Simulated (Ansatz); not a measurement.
Cost and result for the atomization energy of C$_{3}$H$_{7}$GaSi (`C#CC[SiH2][GaH2]`) (12 atoms, 11 bonds).

Z-matrix (Å, degrees):
```
C
C 1 1.441
Si 1 1.942 2 101.9
H 1 1.092 2 111.4 3 119.5
H 1 1.092 2 111.2 3 -119.1
C 2 1.213 1 171.2 3 1.0
Ga 3 2.428 1 94.8 2 -1.5
H 3 1.490 1 107.6 2 120.6
H 3 1.490 1 107.7 2 -124.3
H 6 1.066 2 169.2 1 179.9
H 7 1.573 3 119.5 1 97.3
H 7 1.573 3 119.4 1 -94.5
```

Charge 0, multiplicity 1. Correlated methods include outer-core shells of Ga, which these sets cover unevenly. Scalar relativity is left out up to krypton. The structure was optimised at the PBE0-D4/def2-TZVP level. It is one conformer, not always the lowest. Program: Ansatz. All runs use 4 threads of an AMD EPYC 9R45 on a shared host. Times are those of one run each, without the atoms' runs, and a repeat can differ threefold. Electronic energies, without spin–orbit coupling; frozen cores. CCSD(T)/CBS adds CCSD(T) − MP2 in def2-TZVPP to the MP2 limit, and its time is that of the two runs behind it. T1 = 0.013. With those shells the extrapolation isn't a true limit. HSE06 is the plane-wave form, built on full-range PBE exchange.

CCSD(T)/CBS is a level of theory with its own doubt, some kJ/mol a heavy atom from the limit and from the frozen cores, so smaller differences don't rank the functionals.

| level | functions | wall time |
| --- | --- | --- |
| LDA (SPW92)/def2-TZVPP | 281 | 0.8 s |
| PBE-D4/def2-TZVPP (with forces) | 281 | 1.4 s |
| PBE0-D4/def2-TZVPP | 281 | 1.8 s |
| HSE06-D4/def2-TZVPP | 281 | 1.9 s |
| CAM-B3LYP-D4/def2-TZVPP | 281 | 2 s |
| r2SCANh-D4/def2-TZVPP | 281 | 2.5 s |
| B2PLYP/def2-TZVPP | 281 | 3.2 s |
| PBE-QIDH/def2-TZVPP | 281 | 3.4 s |
| CCSD(T)/def2-SVP | 127 | 3.6 s |
| ωB97M-V/def2-TZVPP (with forces) | 281 | 6 s |
| MP2/def2-QZVPP | 540 | 13 s |
| CCSD(T)/def2-TZVPP | 281 | 86 s |
| CCSD(T)/CBS(def2) | – | 99 s |

(1) What atomization energy does each give, and how far from CCSD(T)/CBS? (Best estimate.)

Results:

(1) Computed: 
| level | atomization (kJ/mol) | difference from CCSD(T)/CBS | per bond |
| --- | --- | --- | --- |
| LDA (SPW92)/def2-TZVPP | 4785.9 | 572.9 | 52.1 |
| PBE-D4/def2-TZVPP (with forces) | 4275.2 | 62.2 | 5.7 |
| PBE0-D4/def2-TZVPP | 4224.0 | 11.0 | 1.0 |
| HSE06-D4/def2-TZVPP | 4225.9 | 12.9 | 1.2 |
| CAM-B3LYP-D4/def2-TZVPP | 4212.2 | -0.8 | -0.1 |
| r2SCANh-D4/def2-TZVPP | 4209.3 | -3.7 | -0.3 |
| B2PLYP/def2-TZVPP | 4157.9 | -55.1 | -5.0 |
| PBE-QIDH/def2-TZVPP | 4205.9 | -7.1 | -0.6 |
| CCSD(T)/def2-SVP | 3999.9 | -213.1 | -19.4 |
| ωB97M-V/def2-TZVPP (with forces) | 4213.6 | 0.6 | 0.1 |
| MP2/def2-QZVPP | 4226.6 | 13.6 | 1.2 |
| CCSD(T)/def2-TZVPP | 4122.3 | -90.7 | -8.2 |
| CCSD(T)/CBS(def2) | 4213.0 | 0.0 | 0.0 |

From PBE to PBE0 (25 % exact exchange), in def2-TZVPP and without D4, the atomization energy moves by −46.6 kJ/mol: exact exchange takes away binding that semilocal exchange gives to molecules. In def2-TZVPP, CCSD(T) changes the Hartree–Fock value by +1017.2 kJ/mol (the triples alone add +66.0 kJ/mol) and MP2 by +1068.3 kJ/mol; breaking electron pairs costs correlation energy, which Hartree–Fock lacks. At CCSD(T), def2-SVP lies −213.1 kJ/mol from the extrapolated value and def2-TZVPP −90.7 kJ/mol: correlation converges slowly with the basis, and small sets miss more of it in the bonded molecule than in its fragments.
